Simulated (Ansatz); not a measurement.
Consider the formal exchange of groups at a Ge–S bond: `[F][GeH2][S][GeH3]` + `CCC#N` → `C[CH]([GeH3])C#N` + `[F][GeH2][SH]`.

Computed with Ansatz on PBE0-D4/def2-TZVP structures; ΔE is electronic, products minus reactants. CCSD(T)/CBS is the MP2 limit (def2-TZVPP, def2-QZVPP) plus CCSD(T) − MP2 in def2-TZVPP, frozen cores. Functionals use def2-TZVPP. B3LYP here is the variant with VWN-RPA as its local correlation; programs differ in this. For Ge outer-core shells are correlated without core-valence functions, which leaves a few kJ/mol of doubt a bond. Scalar relativity is left out up to krypton. One conformer a species, not always the lowest.

`[F][GeH2][S][GeH3]`:

Cartesian coordinates in Å:
```
F -1.422 0.703 1.615
Ge -1.659 0.234 -0.048
S 0.070 0.922 -1.210
Ge 1.663 -0.200 -0.113
H -1.764 -1.296 -0.002
H -2.911 0.961 -0.548
H 1.102 -1.568 0.302
H 2.107 0.600 1.117
H 2.815 -0.355 -1.112
```

`CCC#N`:

```xyz
9

C     0.089    0.744   -0.694
C    -0.063   -0.622   -0.032
C    -0.082   -0.536    1.421
N    -0.095   -0.449    2.567
H     1.021    1.223   -0.390
H     0.098    0.631   -1.779
H    -0.736    1.403   -0.422
H     0.757   -1.286   -0.319
H    -0.989   -1.108   -0.353
```

`C[CH]([GeH3])C#N`:

```xyz
12

C    -1.274    0.736    0.129
C     0.238    0.506    0.163
Ge    0.762   -1.086   -0.911
C     0.734    0.338    1.511
N     1.120    0.172    2.583
H    -1.547    1.626    0.699
H    -1.611    0.872   -0.901
H    -1.810   -0.114    0.555
H     0.761    1.358   -0.281
H     2.285   -1.256   -0.872
H     0.284   -0.836   -2.350
H     0.058   -2.316   -0.324
```

`[F][GeH2][SH]`:

Z-matrix (Å, degrees):
```
Ge
S 1 2.200
F 1 1.741 2 109.3
H 1 1.532 2 112.0 3 -116.0
H 1 1.530 2 107.9 3 115.4
H 2 1.343 1 94.0 3 77.5
```

| level | ΔE (kJ/mol) | difference from CCSD(T)/CBS |
| --- | --- | --- |
| r2SCAN-D4 | 69.9 | 3.4 |
| PBE0-D4 | 70.8 | 4.3 |
| B3LYP-D4 | 69.6 | 3.1 |
| ωB97X-V | 68.8 | 2.3 |
| ωB97M-V | 68.6 | 2.1 |
| PBE | 68.5 | 2.0 |
| r2SCAN | 70.2 | 3.7 |
| B3LYP | 70.3 | 3.8 |
| HF/def2-TZVPP | 79.1 | 12.6 |
| MP2/def2-TZVPP | 65.2 | -1.3 |
| HF/def2-QZVPP | 79.3 | 12.8 |
| MP2/def2-QZVPP | 66.3 | -0.2 |
| SCS-MP2/def2-QZVPP | 67.6 | 1.1 |
| HF/CBS(def2) | 79.4 | 12.9 |
| MP2/CBS(def2) | 67.0 | 0.5 |
| CCSD/CBS(def2) | 67.4 | 0.9 |
| CCSD(T)/CBS | 66.5 | 0 |

Largest T1 diagnostic among the species: 0.012.

In def2-TZVPP, CCSD(T) changes the Hartree–Fock value by −14.5 kJ/mol (the triples alone add −0.9 kJ/mol) and MP2 by −13.9 kJ/mol.

CCSD(T)/CBS has its own doubt, a few kJ/mol and more with outer-core shells, so smaller differences from it don't rank the levels.
